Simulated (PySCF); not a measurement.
Run record: geometry optimisation, `CC[C@@H]1C[C@H]1CN`.

Method: PBE0-D3(BJ)/def2-SVP geometry optimisation, gas phase (PySCF 2.14.0). Start geometry: GFN2-xTB. A driver script takes a list of jobs; this job's settings line and coordinates (Å) are shown.

Input:
```
{"job": {"xc": "PBE0", "basis": "def2-SVP", "d3": "d3bj", "grid": 1, "kind": "geom"}, "charge": 0, "multiplicity": 1}
C     -2.965045     0.134751    -0.042730
C     -1.633082     0.635234    -0.593824
C     -0.497431    -0.269864    -0.178618
C      0.155944    -0.085398     1.159770
C      0.907530     0.248951    -0.097248
C      2.076852    -0.616914    -0.527222
N      3.339497    -0.282975     0.114170
H     -3.188919    -0.855419    -0.433256
H     -2.923509     0.072754     1.042328
H     -3.773440     0.806062    -0.321997
H     -1.683344     0.680466    -1.685224
H     -1.444186     1.646577    -0.227060
H     -0.611180    -1.291527    -0.523345
H      0.451822    -0.965178     1.712575
H     -0.184818     0.726424     1.785736
H      1.049909     1.303676    -0.311169
H      2.224734    -0.528802    -1.608455
H      1.860991    -1.664586    -0.299272
H      3.244037    -0.363338     1.121757
H      3.588490     0.679785    -0.089951
```

Output:
```
step   0  E = -290.64135521  max force = 0.015046
step   1  E = -290.64318345  max force = 0.003525
step   2  E = -290.64322498  max force = 0.000671
step   3  E = -290.64322754  max force = 0.000150
optimisation converged
```

Energies in Eh; «max force» is the largest Cartesian gradient component in Eh/bohr.

Give the first gradient maximum in eV/Å.

With 1 Eh/bohr = 51.422 eV/Å, 0.774 eV/Å.

How much energy does the optimisation release, in kcal/mol?

E(step 0) − E(last step) = 0.001872 Eh, which is 1.2 kcal/mol.

Summary of the converged run: final energy -290.64323 Eh after 3 steps; dipole 1.36 D.

Where do the atoms end?

0.033 Å rms from the input after alignment:
```
atom  x, y, z in Å
C1    -2.9675    0.2688    0.0049
C2    -1.6264    0.7430   -0.5343
C3    -0.4778   -0.1449   -0.1252
C4     0.1936    0.0399    1.2070
C5     0.9257    0.3738   -0.0638
C6     2.0975   -0.4741   -0.5039
N7     3.3626   -0.1864    0.1427
H8    -3.2111   -0.7399   -0.3652
H9    -2.9559    0.2202    1.1053
H10   -3.7870    0.9396   -0.2949
H11   -1.6654    0.8027   -1.6362
H12   -1.4251    1.7705   -0.1843
H13   -0.5761   -1.1864   -0.4577
H14    0.5056   -0.8519    1.7602
H15   -0.1499    0.8620    1.8421
H16    1.0425    1.4449   -0.2751
H17    2.2346   -0.3754   -1.5947
H18    1.8492   -1.5366   -0.3317
H19    3.2457   -0.2356    1.1541
H20    3.6410    0.7737   -0.0537
```

Hardware: one thread of an Arm Neoverse V1, no GPU, shared host with 32 logical CPUs at a one-minute load of 32. Cost: 42 s of wall time, 0.63 GiB resident at most.
Labels such as C1 count atoms from 1, the log's own numbers from 0.
